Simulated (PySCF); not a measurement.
methyl ethyl ether (C3H8O), singlet, geometry from GFN2-xTB, with bond 6-2 at 1.3 times its length; DF-R2SCAN/cc-pVDZ run with PySCF.

PySCF was given this input:
```python
from pyscf import gto, scf, dft

mol = gto.Mole()
mol.atom = '''
    O     0.022172   -0.706372   -0.008918
    C    -0.001910    0.703791    0.009063
    C     1.319408   -1.235776   -0.004276
    C    -1.449207    1.167504    0.002248
    H     0.515371    1.075025    0.908962
    H     0.691025    1.216261   -1.135892
    H     1.215575   -2.318745   -0.019167
    H     1.887160   -0.910900   -0.886220
    H     1.871403   -0.933890    0.895656
    H    -1.949854    0.799068   -0.888595
    H    -1.965443    0.776323    0.874298
    H    -1.492447    2.252984    0.015870
'''
mol.basis = 'cc-pvdz'
mol.charge = 0
mol.spin = 0
mol.verbose = 4
mol.build()

mf = dft.RKS(mol)
mf.xc = 'r2scan'
mf.diis = False
mf.max_cycle = 100
mf = mf.density_fit(auxbasis='def2-universal-jkfit')
mf.kernel()
mf.analyze()
```

The log (banner, timings and long lists left out):

```
PySCF version 2.14.0

[INPUT] verbose = 4
[INPUT] num. atoms = 12
[INPUT] num. electrons = 34
[INPUT] charge = 0
[INPUT] spin (= nelec alpha-beta = 2S) = 0
[INPUT] symmetry False subgroup None
[INPUT] Mole.unit = angstrom
[INPUT] Symbol           X                Y                Z      unit          X                Y                Z       unit  Magmom
[...]
nuclear repulsion = 132.63578783147
number of shells = 44
number of NR pGTOs = 160
number of NR cGTOs = 96
basis = cc-pvdz
ecp = {}

******** <class 'pyscf.df.df_jk.DFRKS'> ********
method = DFRKS
initial guess = minao
damping factor = 0
level_shift factor = 0
DIIS disabled
SCF conv_tol = 1e-09
SCF conv_tol_grad = None
SCF max_cycles = 100
direct_scf = False
XC library pyscf.dft.libxc version 7.1.2
    S. Lehtola, C. Steigemann, M. J. T. Oliveira, and M. A. L. Marques,  SoftwareX 7, 1–5 (2018)
XC functionals = r2scan
    J. W. Furness, A. D. Kaplan, J. Ning, J. P. Perdew, and J. Sun,  J. Phys. Chem. Lett. 11, 8208–8215 (2020)
    J. W. Furness, A. D. Kaplan, J. Ning, J. P. Perdew, and J. Sun,  J. Phys. Chem. Lett. 11, 9248–9248 (2020)
    J. W. Furness, A. D. Kaplan, J. Ning, J. P. Perdew, and J. Sun,  J. Phys. Chem. Lett. 11, 8208–8215 (2020)
    J. W. Furness, A. D. Kaplan, J. Ning, J. P. Perdew, and J. Sun,  J. Phys. Chem. Lett. 11, 9248–9248 (2020)
radial grids:
    Treutler-Ahlrichs [JCP 102, 346 (1995); DOI:10.1063/1.469408] (M4) radial grids

becke partition: Becke, JCP 88, 2547 (1988); DOI:10.1063/1.454033
pruning grids: <function nwchem_prune>
grids dens level: 3
symmetrized grids: False
atomic radii adjust function: <function treutler_atomic_radii_adjust>
small_rho_cutoff = 0
Set gradient conv threshold to 3.16228e-05
Initial guess from minao.
tot grids = 134904
init E= -194.239259129207
[...]
cycle= 1 E= -194.121054560698  delta_E= 0.118  |g|= 0.598  |ddm|= 2.94
[...]
cycle= 2 E= -193.921332208306  delta_E=  0.2  |g|= 1.14  |ddm|= 1.66
[...]
cycle= 3 E= -193.471794904668  delta_E= 0.45  |g|= 1.89  |ddm|= 2.37
[...]
cycle= 4 E= -187.832093953535  delta_E= 5.64  |g|= 4.05  |ddm|= 11.4
[...]
cycle= 5 E= -176.776530888489  delta_E= 11.1  |g|= 7.83  |ddm|=   13
[...]
cycle= 6 E= -144.747277521407  delta_E=   32  |g|= 7.47  |ddm|= 21.4
[...]
cycle= 7 E= -129.851256954083  delta_E= 14.9  |g|= 9.64  |ddm|= 23.1
[...]
cycle= 8 E= -118.193686420271  delta_E= 11.7  |g|= 10.7  |ddm|= 16.5
[...]
cycle= 9 E= -88.4822119550897  delta_E= 29.7  |g|= 10.4  |ddm|= 18.5
[...]
[...]
cycle= 82 E= -52.192219173435  delta_E= 22.8  |g|= 12.2  |ddm|= 24.3
[...]
cycle= 83 E= -74.9944328993834  delta_E= -22.8  |g|= 10.9  |ddm|= 24.3
[...]
cycle= 84 E= -52.192219173437  delta_E= 22.8  |g|= 12.2  |ddm|= 24.3
[...]
cycle= 85 E= -74.9944328993845  delta_E= -22.8  |g|= 10.9  |ddm|= 24.3
[...]
cycle= 86 E= -52.1922191734334  delta_E= 22.8  |g|= 12.2  |ddm|= 24.3
[...]
cycle= 87 E= -74.9944328993844  delta_E= -22.8  |g|= 10.9  |ddm|= 24.3
[...]
cycle= 88 E= -52.1922191734391  delta_E= 22.8  |g|= 12.2  |ddm|= 24.3
[...]
cycle= 89 E= -74.9944328993834  delta_E= -22.8  |g|= 10.9  |ddm|= 24.3
[...]
cycle= 90 E= -52.1922191734346  delta_E= 22.8  |g|= 12.2  |ddm|= 24.3
[...]
cycle= 91 E= -74.9944328993836  delta_E= -22.8  |g|= 10.9  |ddm|= 24.3
[...]
cycle= 92 E= -52.1922191734379  delta_E= 22.8  |g|= 12.2  |ddm|= 24.3
[...]
cycle= 93 E= -74.9944328993856  delta_E= -22.8  |g|= 10.9  |ddm|= 24.3
[...]
cycle= 94 E= -52.1922191734379  delta_E= 22.8  |g|= 12.2  |ddm|= 24.3
[...]
cycle= 95 E= -74.9944328993829  delta_E= -22.8  |g|= 10.9  |ddm|= 24.3
[...]
cycle= 96 E= -52.1922191734383  delta_E= 22.8  |g|= 12.2  |ddm|= 24.3
[...]
cycle= 97 E= -74.9944328993838  delta_E= -22.8  |g|= 10.9  |ddm|= 24.3
[...]
cycle= 98 E= -52.1922191734328  delta_E= 22.8  |g|= 12.2  |ddm|= 24.3
[...]
cycle= 99 E= -74.9944328993858  delta_E= -22.8  |g|= 10.9  |ddm|= 24.3
[...]
cycle= 100 E= -52.1922191734385  delta_E= 22.8  |g|= 12.2  |ddm|= 24.3
SCF not converged.
SCF energy = -52.1922191734385
**** SCF Summaries ****
Total Energy =                         -52.192219173438502
Nuclear Repulsion Energy =             132.635787831469543
One-electron Energy =                 -455.800476162374594
Two-electron Energy =                  270.972469157466548
Two-electron Coulomb Energy =          300.446580634496684
DFT Exchange-Correlation Energy =      -29.474111477030128
HOMO-LUMO gap [eV] =                     2.673540283751364
**** MO energy ****
[...]
 ** Mulliken pop on meta-lowdin orthogonal AOs  **
 ** Mulliken pop  **
 ** Mulliken atomic charges  **
charge of    0O =      5.94838
charge of    1C =     -0.97572
charge of    2C =      5.98963
charge of    3C =    -11.77123
charge of    4H =      0.81647
charge of    5H =      0.96802
charge of    6H =      0.99973
charge of    7H =      0.99907
charge of    8H =      0.99873
charge of    9H =     -1.23436
charge of   10H =     -1.20667
charge of   11H =     -1.53207
Dipole moment(X, Y, Z, Debye): 191.06947, -171.02313, -3.44015
```

Convergence was not reached.
